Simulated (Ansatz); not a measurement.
Sn₁₁PH₂₂, a doped cluster cut from the lattice of tin (P on a surface site) was relaxed with PBE-D4 (def2-SVP) in Ansatz in these states: charge -1 singlet, neutral doublet. The geometries follow in no particular order.

In the def2 sets Sn takes a core potential; there is no spin–orbit coupling. Single mean-field runs in def2-SVP are fitted with def2-universal-jkfit.

A:

```xyz
34

Sn   -2.513   -1.289   -2.702
Sn   -2.522    2.917    2.380
Sn    0.635   -4.614   -3.415
Sn   -0.085   -0.242    3.118
P     0.960   -1.477   -0.424
Sn    1.937    3.888    3.494
Sn   -1.746   -3.438   -4.379
Sn   -1.931    0.441    0.999
Sn   -0.078   -0.002   -2.232
Sn   -0.410    4.805    2.221
Sn    2.373   -2.868   -2.043
Sn    2.361    1.173    2.858
H    -3.185   -1.982   -1.266
H    -3.752   -0.346   -3.475
H    -2.864    2.915    4.104
H    -3.879    3.844    1.741
H     0.209   -5.900   -2.319
H     1.483   -5.401   -4.723
H    -0.491    0.145    4.790
H     0.423   -1.921    3.235
H     2.030   -0.547   -0.138
H     1.746    4.042    5.225
H     3.323    4.898    3.133
H    -2.940   -4.703   -4.539
H    -1.430   -2.904   -6.009
H    -3.251   -0.414    1.879
H    -0.057    1.690   -1.885
H     0.848   -0.225   -3.719
H    -0.761    6.407    2.841
H     0.061    5.108    0.564
H     3.495   -3.829   -1.118
H     3.317   -1.945   -3.179
H     3.740    0.599    3.775
H     2.954    1.175    1.209
```

B:

```xyz
34

Sn   -1.4165   -3.4119   -2.4508
Sn   -3.1846    2.1563   -0.0299
Sn    2.3483   -4.7601   -0.1100
Sn   -0.1419    1.1713    3.4167
P     0.9430   -0.6865   -0.2569
Sn   -0.4831    5.4443    1.8554
Sn    0.4493   -5.4809   -2.0562
Sn   -1.3364    0.2503    1.0265
Sn   -0.0381   -0.9722   -2.6076
Sn   -1.8582    4.6039   -0.4498
Sn    3.2107   -2.1132   -0.5283
Sn    1.3238    3.4530    2.6769
H    -2.5048   -3.2896   -1.1088
H    -2.3597   -3.6545   -3.8850
H    -4.5700    2.4137    0.9974
H    -3.7997    1.5804   -1.5534
H     1.5822   -4.8365    1.4441
H     3.6482   -5.9098   -0.1061
H    -1.2665    1.5972    4.6717
H     0.9159   -0.0484    4.0626
H     1.5295    0.6092   -0.4806
H    -1.6311    5.7048    3.1321
H     0.3110    6.9644    1.5778
H    -0.3832   -6.9417   -1.6247
H     1.2425   -5.7666   -3.5726
H    -2.1751   -1.2498    1.3753
H    -1.0248    0.4174   -2.9200
H     1.2764   -1.0035   -3.7395
H    -2.9677    5.8344   -0.9756
H    -0.6986    4.3956   -1.7276
H     4.2803   -1.6107    0.7498
H     4.0689   -1.9368   -2.0411
H     2.3843    4.0345    3.9222
H     2.3256    3.0420    1.3160
```

Problem. Judge from the bond lengths which geometry belongs to which state (an estimate).

Solution. A is the charge -1 singlet (P5–Sn8 3.750 Å, P5–Sn11 2.560 Å, Sn4–Sn8 2.893 Å); B is the neutral doublet (P5–Sn8 2.779 Å, P5–Sn11 2.693 Å, Sn4–Sn8 2.826 Å).
